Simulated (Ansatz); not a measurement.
Reaction (redistribution): `O[Si](F)(Cl)[TeH]` + `[SiH3][SiH]1CO1` → `[TeH][SiH]1CO1` + `O[Si](F)([SiH3])Cl`

Calculated with Ansatz (gas phase, PBE0-D4/def2-TZVP geometries, no zero-point term in ΔE). CCSD(T)/CBS adds triple-zeta CCSD(T) − MP2 to the extrapolated MP2 energy (def2 sets, frozen cores). DFT in def2-TZVPP. Elements past krypton have def2 core potentials. For Te outer-core shells are correlated without core-valence functions, which leaves a few kJ/mol of doubt a bond. Each species was taken in one conformer, which may not be the lowest.

```csv
level,ΔE (kcal/mol)
ωB97M-V,-2.3
B2PLYP,-2.9
CCSD(T)/def2-TZVPP,-2.6
MP2/CBS(def2),-2.5
```

(1) What does CCSD(T)/CBS give? (Best estimate.)

Largest T1 diagnostic among the species: 0.015.

Answers

(1) Ansatz gave: -2.6 kcal/mol. The listed levels differ from it by 0.3, -0.3, 0.0, 0.1 kcal/mol.

In def2-TZVPP, CCSD(T) changes the Hartree–Fock value by +1.1 kcal/mol (the triples alone add +0.1 kcal/mol) and MP2 by +1.1 kcal/mol.
